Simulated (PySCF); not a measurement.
Orbital picture of LiSe⁻

RHF at R = 2.194 Å; PySCF, spin-free X2C with a Gaussian nucleus, basis sets Li aug-cc-pVDZ-DK, Se aug-cc-pVDZ-DK. State: ¹Σ⁺ (singlet), closed shell. Only the outer orbitals are listed, counted within each symmetry.

```csv
orbital,occ.,ε (eV),on Li (%),main shells (%)
8σ,2,-15.34,13,87 Se s
9σ,2,-2.44,29,"70 Se p, 23 Li s"
4π,2,-1.60,10,"90 Se p, 9 Li p"
4π,2,-1.60,10,"90 Se p, 9 Li p"
10σ,0,2.00,102,"74 Li p, 29 Li s"
5π,0,2.24,101,101 Li p
5π,0,2.24,101,101 Li p
```

**Question.** Which are the highest filled and the lowest empty level, where do they sit, and how wide is the gap?

**Answer.** Highest filled 4π at -1.60 eV (in %: 90 Se p, 9 Li p); lowest empty 10σ at 2.00 eV (in %: 74 Li p, 29 Li s); the gap at RHF is 3.60 eV. An empty level above zero is unbound, and its energy depends on the basis.

| Quantity | Value |
| --- | --- |
| bond order (Mayer) | 1.74 |
| ⟨S²⟩ | 0.000 |
| charge on Li (Mulliken, basis-dependent) | -0.20 |
| charge on Li (Löwdin, basis-dependent) | -0.13 |
| dipole moment (positive dipole points towards Se; it is taken about the centre of mass and depends on that origin) | -5.47 D |
| polarisability along the bond | 128.1 bohr³ |
| polarisability across the bond | 121.4 bohr³ |

Shares are Mulliken populations and can fall outside 0 to 100 %.
